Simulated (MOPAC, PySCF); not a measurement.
H3InS3, SMILES `[SH][In]([SH])[SH]`, neutral singlet in the gas phase. 

Z-matrix (Å, degrees):
```
In
S 1 2.3941
H 2 1.3520 1 92.88
S 1 2.3984 2 118.62 3 179.57
H 4 1.3516 1 93.35 2 179.24
S 1 2.4030 2 119.40 3 -0.35
H 6 1.3515 1 93.51 2 179.35
```
Charge 0, spin multiplicity 1.

All levels are single points at this geometry (PBE0-D3(BJ)/def2-SVP); Pople sets use spherical d functions. Orbital energies aren't observables, and empty levels follow the basis.

| level | HOMO (eV) | LUMO (eV) | gap (eV) | dipole (D) | vertical IE, Delta-SCF (eV) |
|---|---|---|---|---|---|
| PBE-D3(BJ)/def2-TZVP in PySCF | -6.38 | -2.73 | 3.66 | 1.33 | – |
| ωB97X-D3(BJ)/def2-TZVP in PySCF | -10.02 | 0.06 | 10.07 | 1.45 | 9.90 |
| PBE/6-31G* (LANL2DZ on In) in PySCF | -6.41 | -2.68 | 3.73 | 1.81 | – |
| SVWN5/6-31G* (LANL2DZ on In) in PySCF | -6.49 | -2.78 | 3.71 | 1.90 | – |
| HF/6-31G* (LANL2DZ on In) in PySCF | -10.49 | 1.11 | 11.61 | 1.89 | 8.98 |
| PM7 in MOPAC | -9.44 | -1.38 | 8.06 | 2.35 | – |
